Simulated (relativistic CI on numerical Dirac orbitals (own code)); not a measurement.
## V²⁺: K-beta X-ray emission

Computed with this model: Dirac-Coulomb-Breit CI, separate exchange-only KLI orbitals for each configuration, model QED (radiative potential, 1s self-energy scaled to tabulated hydrogen-like ionisation energies), valence Slater integrals scaled by 0.9, multiplet model of X-ray emission after core ionisation; configurations [Ar] 3d3 → 1s 2s2 2p6 3s2 3p6 3d3 → [Ne] 3s2 3p5 3d3; 80 K; Lorentzian 1.6 eV and Gaussian 1 eV FWHM. Energies are those of the free ion, without screening or charge transfer. S is read from ⟨S²⟩ = S(S + 1).

Field parameters in Wybourne normalisation: Oh B⁴₀ = 21Dq, B⁴₄ = √(5/14) B⁴₀. The field is a parameter set, without covalency.

free ion: ground-state S = 1.50, centroid 5427.06 eV. Peaks (eV, height): 5410.0 (9), 5413.2 (13), 5419.2 (7), 5425.4 (33), 5429.8 (100).

Oh, 10Dq = 3250 cm⁻¹: ground-state S = 1.50, centroid 5425.93 eV. Peaks (eV, height): 5409.8 (11), 5412.8 (22), 5418.6 (10), 5425.0 (39), 5429.8 (100).

Oh, 10Dq = 8950 cm⁻¹: ground-state S = 1.50, centroid 5425.93 eV. Peaks (eV, height): 5408.8 (7), 5412.0 (21), 5417.4 (10), 5424.4 (33), 5430.0 (100).

Oh, 10Dq = 14700 cm⁻¹: ground-state S = 1.50, centroid 5425.93 eV. Peaks (eV, height): 5411.4 (18), 5416.4 (9), 5424.0 (28), 5429.8 (100).

Oh, 10Dq = 26150 cm⁻¹: ground-state S = 1.50, centroid 5425.93 eV. Peaks (eV, height): 5410.0 (13), 5414.0 (9), 5423.2 (24), 5429.8 (100).

Strongest unbroadened transitions for Oh, 10Dq = 14700 cm⁻¹:

```tsv
Energy (eV)	Relative strength
5411.30	12.1
5411.31	8.4
5411.43	11.1
5411.45	3.9
5423.11	4.0
5423.19	4.0
5424.23	8.4
5424.27	3.3
5427.76	10.2
5427.77	6.9
5427.85	9.4
5427.88	4.9
5427.98	5.6
5427.99	3.5
5428.03	5.4
5429.60	37.4
5429.81	66.1
5430.11	100.0
```
